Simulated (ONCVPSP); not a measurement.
**Transferability test, ONCV potential for N**

nitrogen, optimised norm-conserving Vanderbilt (ONCV), made with ONCVPSP 4.0.1 (LDA (Perdew-Wang 92), scalar-relativistic). Core [He], reference 2s1 2p4. Waves: 2s: rc 1.15 bohr, ncon 5, nbas 8, qcut 5.4 1/bohr, 2 projectors, debl 3.4 Ha; 2p: rc 1.30 bohr, ncon 4, nbas 8, qcut 12.4 1/bohr, 2 projectors, debl 2 Ha; d scattering state at 0.06 Ha: rc 1.20 bohr, ncon 4, nbas 8, qcut 8.3 1/bohr, 2 projectors, debl 2 Ha. Local part: polynomial inside 0.95 bohr (lpopt 3, dvloc0 0 Ha). Core correction: polynomial model core, fcfact 0.55.

Energies are relative to the spin-unpolarised reference configuration 2s1 2p4; without spin polarisation the order of configurations can differ from experiment.

(1) Give the all-electron excitation energy and the error of the potential for: 2s2 2p3; 2s2 2p2; 2s2 2p1; 2s0 2p5.

Levels in the configuration 2s2 2p3:

```csv
level,all-electron (eV),pseudo (eV)
2s,-18.421,-18.434
2p,-7.239,-7.231
```

Answers

(1)

```
valence configuration  charge  ΔE all-electron (eV)  error AE − PS (meV)
              2s2 2p3       0               -11.205                  +11
              2s2 2p2      +1                 2.526                  +29
              2s2 2p1      +2                31.499                  +91
              2s0 2p5       0                11.249                  +11
```
